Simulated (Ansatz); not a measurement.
Zn13H30Se13, 56 atoms. Hardware: 11 threads of AMD EPYC 7R13 on a shared host and a whole NVIDIA H100 80GB HBM3.

Single mean-field runs in def2-SVP are fitted with def2-universal-jkfit.

(1) How many basis functions does each of these Ansatz runs have, and roughly what does it cost? PBE0-D4/def2-SVP, charge 0 triplet at the geometry of the charge 0 singlet, energy; PBE-D4/def2-SVP, charge 0 triplet at the geometry of the charge 0 singlet, energy, from earlier orbitals; r2SCAN-D4/def2-SVP, charge 0 singlet, energy and forces, from earlier orbitals; PBE0-D4/def2-SVP, charge 1 doublet at the geometry of the charge 0 singlet, energy; PBE-D4/def2-SVP, charge 0 singlet, energy, from earlier orbitals; PBE-D4/def2-SVP, charge 1 doublet at the geometry of the charge 0 singlet, energy, from earlier orbitals; PBE0-D4/def2-SVP, charge 0 singlet, energy, from earlier orbitals; PBE-D4/def2-SVP, charge -1 doublet at the geometry of the charge 0 singlet, energy, from earlier orbitals; PBE-D4/def2-SVP, charge 0 singlet, relaxation, 22 steps; PBE0-D4/def2-SVP, charge -1 doublet at the geometry of the charge 0 singlet, energy.

## Answers

(1) Other jobs shared the machine, so times can vary by a factor of up to 3.

```
                                                                                                      run  functions  fitting or Cholesky vectors  wall time  peak host memory (GiB)
                                         PBE-D4/def2-SVP, charge 0 singlet, energy, from earlier orbitals        969                         7430      5.5 s                     1.8
                           r2SCAN-D4/def2-SVP, charge 0 singlet, energy and forces, from earlier orbitals        969                         7430      8.5 s                     2.1
PBE-D4/def2-SVP, charge -1 doublet at the geometry of the charge 0 singlet, energy, from earlier orbitals        969                         7430       11 s                     1.9
                                        PBE0-D4/def2-SVP, charge 0 singlet, energy, from earlier orbitals        969                         7430       13 s                     1.8
 PBE-D4/def2-SVP, charge 0 triplet at the geometry of the charge 0 singlet, energy, from earlier orbitals        969                         7430       15 s                     1.9
 PBE-D4/def2-SVP, charge 1 doublet at the geometry of the charge 0 singlet, energy, from earlier orbitals        969                         7430       18 s                     1.9
                      PBE0-D4/def2-SVP, charge -1 doublet at the geometry of the charge 0 singlet, energy        969                         7430       32 s                       2
                       PBE0-D4/def2-SVP, charge 1 doublet at the geometry of the charge 0 singlet, energy        969                         7430       74 s                     1.9
                       PBE0-D4/def2-SVP, charge 0 triplet at the geometry of the charge 0 singlet, energy        969                         7430       86 s                     1.9
                                                  PBE-D4/def2-SVP, charge 0 singlet, relaxation, 22 steps        969                         7430    1.9 min                       2
```
